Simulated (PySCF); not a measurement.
BrH5N2Sn, SMILES [NH2][SnH]([NH2])[Br]. Coordinates come from a PBE-D3(BJ)/def2-SVP optimisation. The structure was generated by enumeration; whether it is a known compound was not checked. The def2 effective core potentials stand for the cores of Sn; spin–orbit coupling is left out. One conformer was computed; it need not be the lowest.

Computed equilibrium geometry at PBE-D3(BJ)/def2-SVP (PySCF confirms it by a frequency run) as bond lengths and angles (one conformer of several):
Atoms: Sn1 N2 N3 Br4 H5 H6 H7 H8 H9. Bonds (Å): Sn1–N2 2.058, Sn1–N3 2.057, Sn1–Br4 2.557, Sn1–H5 1.723, N2–H6 1.030, N2–H7 1.030, N3–H8 1.031, N3–H9 1.030. Angles (°): N2–Sn1–N3 105.4, N2–Sn1–Br4 112.3, N2–Sn1–H5 110.4, N3–Sn1–Br4 110.0, N3–Sn1–H5 111.2, Br4–Sn1–H5 107.6, Sn1–N2–H6 110.3, Sn1–N2–H7 110.5, H6–N2–H7 105.9, Sn1–N3–H8 109.2, Sn1–N3–H9 110.8, H8–N3–H9 106.2.
